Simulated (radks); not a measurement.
Values are calculated unless marked as measured or tabulated.
Q: These are the eigenvalues of the occupied orbitals of an atom or ion with whole-number occupations (Ry). Code: a radial shooting solver on a logarithmic mesh with Libxc functionals. Model: Dirac Kohn-Sham, exchange-only PBE, spin-unpolarised, spherical densities, finite nucleus; Fermi nuclear charge, rms radius of each element as measured or else 0.836 A^(1/3) + 0.57 fm.

1s1/2: -3550.971
2s1/2: -582.7615
2p1/2: -552.9092
2p3/2: -505.2758
3s1/2: -128.1417
3p1/2: -115.2405
3p3/2: -105.5318
3d3/2: -83.19209
3d5/2: -81.07927
4s1/2: -25.35699
4p1/2: -20.37366
4p3/2: -18.23088
4d3/2: -10.02643
4d5/2: -9.64214
5s1/2: -3.19760
5p1/2: -1.86675
5p3/2: -1.58935
6s1/2: -0.22335
4f5/2: -0.13737
4f7/2: -0.09256

Which element is it, and in what charge state? The configuration may be excited. Open shells, if any, fill j = l - 1/2 first.

A: Z = 63, europium, charge 0: Eu in [Xe] 4f7 6s2. The list shows which subshells hold electrons but not how many an open one holds; the 1s level, -1775.5 hartree, gives Z - s = 59.6 by -(Z - s)^2/2, which with screening and relativity narrows Z to a few neighbours, and the depths of the outer levels then fix element, charge and occupations together.
